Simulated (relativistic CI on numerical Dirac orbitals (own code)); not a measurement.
## Spin-allowed bands of a d7 ion in a tetrahedral site, by hand

Problem. Take Δ = 8200 cm⁻¹ and B = 810 cm⁻¹ for a d7 ion in a tetrahedral site. Calculate the three spin-allowed bands.

Working.
1. The terms of highest spin are 4F (energy 0) and 4P (15B = 12150 cm⁻¹). Here the F term splits into A2 at −1.2Δ = -9840, T2 at −0.2Δ = -1640 and T1 at +0.6Δ = 4920 cm⁻¹.
2. The two T1 states mix through the element 0.4Δ: H = [[4920, 3280], [3280, 12150]], with roots ½(H₁₁ + H₂₂) ∓ ½√[(H₂₂ − H₁₁)² + 4H₁₂²] = ½(17070) ∓ ½(9763) = 3654 and 13416 cm⁻¹.
3. The ground term is 4A2 at -9840 cm⁻¹.
4. Bands: 4T2 8200 cm⁻¹ (1220 nm), 4T1(F) 13494 cm⁻¹ (741 nm), 4T1(P) 23256 cm⁻¹ (430 nm).

Check. Exact diagonalisation of the whole d7 shell with these parameters gives 4T2 8200, 4T1 13494, 4T1 23256 cm⁻¹. The match is exact, since without spin-orbit coupling no other term has this spin. The ratio of the second band to the first, 1.646, depends on Δ/B = 10.1 alone, which is how a Tanabe-Sugano diagram is read.
